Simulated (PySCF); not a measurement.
## Exercise with solution: oscillator strength and radiative lifetime

Sn(F)(Me) (CH3FSn), SMILES [CH3][Sn][F] (connectivity only; charge and spin as stated), neutral, multiplicity 1.

The structure is a stationary point at PBE-D3(BJ)/def2-TZVP. The def2 effective core potentials stand for the cores of Sn; spin–orbit coupling is left out.

PySCF with TDA-CAM-B3LYP/def2-SVPD puts the first singlet state with f over 0.02 at 2.94 eV (vertical), with the transition dipole (0.000, 0.000, -0.685) in atomic units.

Find the oscillator strength, the wavelength and the radiative lifetime that this transition would have in vacuum if emission retraced absorption.


|μ|² = 0.4692 au, so |μ| = 1.74 D. ΔE = 2.94/27.211 = 0.1080 hartree. f = (2/3) ΔE |μ|² = 0.034 (the program prints 0.034).
λ = 1239.84/2.94 = 422 nm; ν = 23713 cm⁻¹.
Einstein's coefficient A = 0.6670 ν² f s⁻¹ (ν in cm⁻¹) = 1.3e7 s⁻¹, so τ = 1/A = 79 ns. This state is S1. The figure is the radiative limit of this one transition; relaxation, internal conversion, crossing to triplets and a medium change what is measured.
